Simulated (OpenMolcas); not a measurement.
## Mo3+: ligand-field states by method

Mo3+ with 5 ligands (water, chloride on the axis) in trigonal bipyramidal coordination (D3h) at 1.94 Å, the axial distance 2.324 Å. Ligand basis ANO-RCC-VDZP.

```json
{
  "Program": "OpenMolcas",
  "Basis": "ANO-RCC-VDZP [6s5p3d1f]",
  "Scalar Hamiltonian": "DKH2, point nucleus",
  "Active space": "3 electrons in 5 orbitals (4d)",
  "State averaging": "2S+1 = 4 even, 10 roots; 2S+1 = 2 even, 40 roots",
  "Spin-orbit coupling": "state interaction with AMFI integrals over the reference wave functions"
}
```

I. CASSCF
II. SS-CASPT2, IPEA 0.25 Eh, imaginary shift 0.1 Eh (closed shells correlated: 4s 4p and the ligand valence shells)

Spin-free states in cm-1, each column counted from its own energy of the first state listed:

| State | Degeneracy | I | II |
| --- | --- | --- | --- |
| 2S+1 = 4 | 2 | 0 | 0 |
| 2S+1 = 4 | 2 | 6244 | 3930 |
| 2S+1 = 2 | 2 | 11721 | 8710 |
| 2S+1 = 2 | 2 | 12029 | 10250 |
| 2S+1 = 2 | 2 | 12270 | 9040 |
| 2S+1 = 2 | 1 | 13823 | 10110 |
| 2S+1 = 2 | 1 | 15194 | 11070 |
| 2S+1 = 2 | 2 | 15676 | 10470 |
| 2S+1 = 2 | 1 | 17126 | 11560 |
| 2S+1 = 2 | 2 | 17905 | 11760 |
| 2S+1 = 2 | 1 | 18357 | 12320 |
| 2S+1 = 2 | 2 | 18458 | 13350 |

From I to II, I's first state of the same spin (2S+1 = 4) moves from 6244 to 3930 cm-1, by about -2300 cm-1.

From I to II, I's first state of another spin (2S+1 = 2) moves from 11721 to 8710 cm-1, by about -3000 cm-1.

χT at 300 K: I 1.04, II 1.00 cm3 K/mol.

Roots that are degenerate in the reference are averaged as groups; the widest CASPT2 spread within a group is 120 cm-1 (the 2-fold group of multiplicity 4 near 0 cm-1 above the lowest state of its run, II). Shifts and gaps below about the spread of the groups concerned are not significant. Over all roots computed the reference weight is 0.70 to 0.72 in II; a low but even weight reflects the number of correlated electrons. An orbital doublet at a regular site is open to a Jahn-Teller distortion, which this geometry leaves out. The least metal-like active orbital is 68 % on the metal (Löwdin) and no ligand orbital is active, so the numbers are rough. Ligand-to-metal charge-transfer states are missing. With no ligand orbital active B as a rule stays too high, so bands that hang on it stand too high and its fall with covalency is understated. Without dynamic correlation the repulsion within the d shell is too large (B by tens of per cent), so at a given field states of lower spin stand too high (holds for I). With metal d orbitals alone the field can be off either way by tens of per cent (holds for I). The distance lies 3 % under the 1.99 Å that this model takes as the normal distance (a Shannon-type radius plus a fixed donor radius); by an R⁻⁵ law this alone changes a d-shell field by about +14 %. No measured value stands beside these numbers; the geometry was imposed, not optimised, and the real ion may take another.

A state without a sure symmetry label is named by its multiplicity alone.
